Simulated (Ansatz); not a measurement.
`[SH][AlH][Br]` + `CF` → `F[CH2][AlH][Br]` + H₂S  (formal exchange of groups at the Al–S bond)

Isolated molecules relaxed with PBE0-D4/def2-TZVP in Ansatz; ΔE leaves out vibrations. CCSD(T)/CBS adds triple-zeta CCSD(T) − MP2 to the extrapolated MP2 energy (def2 sets, frozen cores). This one scheme is used for every species. Functionals use def2-TZVPP. For Br outer-core shells are correlated without core-valence functions, which leaves a few kJ/mol of doubt a bond. Scalar relativity is left out up to krypton. One conformer a species, not always the lowest.

Question: Is it downhill or uphill in electronic energy at CCSD(T)/CBS, and by how much? (An estimate is asked.)

Answer: Ansatz gave: Uphill: ΔE = +34.6 kcal/mol.

Question: What do these levels give: PBE-D4, r2SCAN-D4, ωB97X-V, ωB97M-V, RPA@PBE/def2-TZVPP, HF/CBS(def2)? (Best estimate.)

Answer: Ansatz gave: PBE-D4 33.1, r2SCAN-D4 34.7, ωB97X-V 33.5, ωB97M-V 33.3, RPA@PBE/def2-TZVPP 33.1, HF/CBS(def2) 35.8 kcal/mol.

Largest T1 diagnostic among the species: 0.009.

From PBE to PBE0 (25 % exact exchange), in def2-TZVPP and without D4, ΔE moves by +1.3 kcal/mol. Leaving LDA and LC-ωPBE aside and taking each functional with its dispersion term where it has one, the values, not all of them listed here, spread over 3.4 kcal/mol, from BLYP-D4 to PBE-QIDH.
